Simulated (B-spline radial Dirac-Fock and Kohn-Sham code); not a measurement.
**How the levels of lutetium move as electrons are removed**

These are calculated numbers from a radial atomic solver; the model is multi-electron Dirac-Fock with separately optimised hole states, Breit and Lamb-shift corrections added in first order. Each ion is free and in its tabulated ground configuration. Electron correlation is not included.

Reference: Lu, [Xe] 4f14 5d1 6s2, with 2s 10884.5 eV, 3p1/2 2274.4 eV, 3p3/2 2035.5 eV, 4p1/2 425.4 eV, 4d3/2 215.5 eV, Kα1 (K-L3) 54065.0 eV, Kβ1 (K-M3) 61281.4 eV, Lα1 (L3-M5) 7655.1 eV. Shifts from it, in eV (a dash: the subshell is empty, belongs to an open shell averaged over j, or its hole state is left out as unreliable):

```tsv
ion	configuration	2s	3p1/2	3p3/2	4p1/2	4d3/2	Kα1	Kβ1	Lα1
Lu⁺	[Xe] 4f14 6s2	+10.5	+10.4	+10.4	+10.4	+10.4	-0.08	-0.01	+0.08
Lu²⁺	[Xe] 4f14 6s1	+19.3	+19.2	+19.2	+19.2	+19.2	-0.06	+0.07	+0.12
Lu³⁺	[Xe] 4f14	+29.1	+29.0	+29.0	+29.0	+29.0	+0.03	+0.22	+0.18
Lu⁴⁺	[Xe] 4f13	+53.9	+54.8	+54.8	+53.7	+52.8	-0.81	-1.73	-0.77
Lu⁵⁺	[Xe] 4f12	+81.1	+83.1	+83.1	+80.5	+78.5	-1.75	-3.89	-1.81
Lu⁶⁺	[Kr] 4d10 4f13 5s2 5p4	+93.3	+93.2	+93.2	+91.7	+91.0	+0.31	+0.45	+0.07
Lu⁷⁺	[Kr] 4d10 4f13 5s2 5p3	+114.3	+113.4	+113.5	–	+111.1	+0.95	+1.71	+0.59
Lu⁸⁺	[Kr] 4d10 4f13 5s2 5p2	?	?	?	?	?	?	?	?
Lu⁹⁺	[Kr] 4d10 4f12 5s2 5p2	+167.8	+167.3	+167.3	+163.1	+161.5	+0.90	+1.31	+0.25
Lu¹⁰⁺	[Kr] 4d10 4f12 5s2 5p1	+191.4	+190.2	+190.1	+185.4	+183.8	+1.72	+2.94	+0.91
```

Task: Give the missing shifts for Lu⁸⁺.

Result: 2s +136.0, 3p1/2 +134.6, 3p3/2 +134.6, 4p1/2 +132.5, 4d3/2 +132.0, Kα1 +1.67, Kβ1 +3.11, Lα1 +1.15 (eV).

Over this range L1 (2s) moves by +191.4 eV and Kα1 by +1.7 eV: a line is a difference of two levels that shift in the same direction.
